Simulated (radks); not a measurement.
Results of a calculation; reference values are marked as such.
Q: The mean radii <r> (bohr) of the occupied orbitals of an atom or ion are listed with their occupations. Level of theory: Dirac Kohn-Sham, PBE, spin-unpolarised, spherical densities, finite nucleus; Fermi nuclear charge, rms radius of each element as measured or else 0.836 A^(1/3) + 0.57 fm (a radial shooting solver on a logarithmic mesh with Libxc functionals).

orbital      occ.      <r>
1s1/2           2  0.02611
2s1/2           2   0.1117
2p1/2           2  0.09403
2p3/2           4  0.09992
3s1/2           2   0.2987
3p1/2           2   0.2887
3p3/2           4   0.3005
3d3/2           4   0.2714
3d5/2           6   0.2751
4s1/2           2   0.6947
4p1/2           2   0.7206
4p3/2           4   0.7481
4d3/2           4   0.8307
4d5/2           6   0.8411
5s1/2           2    1.739
5p1/2           2    2.009
5p3/2           4    2.102
4f5/2    0.428571    17.30
4f7/2    0.571429    17.30

Name the element and its charge. Open shells, if any, are shared by 2j + 1.

A: Z = 55, caesium, charge 0: Cs in [Xe] 4f1. The 1s radius gives Z: for a bare nucleus <r> = (2 gamma + 1)/(2Z) with gamma = sqrt(1 - (Z/c)^2), 0.02574 bohr for Z = 55, and screening makes it slightly larger (0.02611 here). The occupations add up to 55, and the charge is Z minus that.
